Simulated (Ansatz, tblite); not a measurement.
Isomers of BaO2⁻ (doublet), found by a short tight-binding search and relaxed with r2SCAN-D4/def2-TZVPD in Ansatz.

In the def2 sets Ba takes a core potential; there is no spin–orbit coupling. The xTB rows come from tblite.

Run but left out: HF/def2-TZVPPD, MP2/def2-TZVPPD, CCSD/def2-TZVPPD, CCSD(T)/def2-TZVPPD (flagged by the program: lower state); PBE-QIDH/def2-TZVPD (B: ⟨S²⟩ 1.68, where a pure state has 0.75).

A: At PBE-D4/def2-TZVPD, revPBE-D4/def2-TZVPD, r2SCAN-D4/def2-TZVPD, PBE0-D4/def2-TZVPD the highest occupied level of the charge -1 doublet lies above zero (up to 0.87 eV). It is a level of α spin, whose loss leaves a singlet; that state wasn't run at this geometry and level. The electron is either unbound and held by the finite basis, or the level is raised by self-interaction error. It holds 1 O–O bond. B: At PBE-D4/def2-TZVPD, revPBE-D4/def2-TZVPD, r2SCAN-D4/def2-TZVPD the highest occupied level of the charge -1 doublet lies above zero (up to 0.78 eV). By energy differences its removal costs 2.21 eV (vertical, to the charge 0 singlet, at PBE-D4/def2-TZVPD).

Other spin states were run for one of them alone.

A:

```xyz
3

Ba   -1.092   -0.318   -0.855
O     0.966   -0.356    0.084
O     0.126    0.675    0.772
```

B:

```csv
atom,x (Å),y (Å),z (Å)
Ba1,-0.0365,0.2297,-0.0802
O2,-1.8965,-0.6959,-0.7539
O3,1.9331,0.4662,0.8341
```

Task: Estimate which lies lowest at each level, and how far above it the others are (kJ/mol).

Result: 
| level | A | B |
| --- | --- | --- |
| GFN1-xTB | 104.2 | 0.0 |
| PBE-D4/def2-TZVPD | 40.3 | 0.0 |
| revPBE-D4/def2-TZVPD | 42.3 | 0.0 |
| r2SCAN-D4/def2-TZVPD | 37.3 | 0.0 |
| PBE0-D4/def2-TZVPD | 12.7 | 0.0 |
Point groups (tolerance 0.1 Å): A C2v, B C2v. Lower isomers may exist.
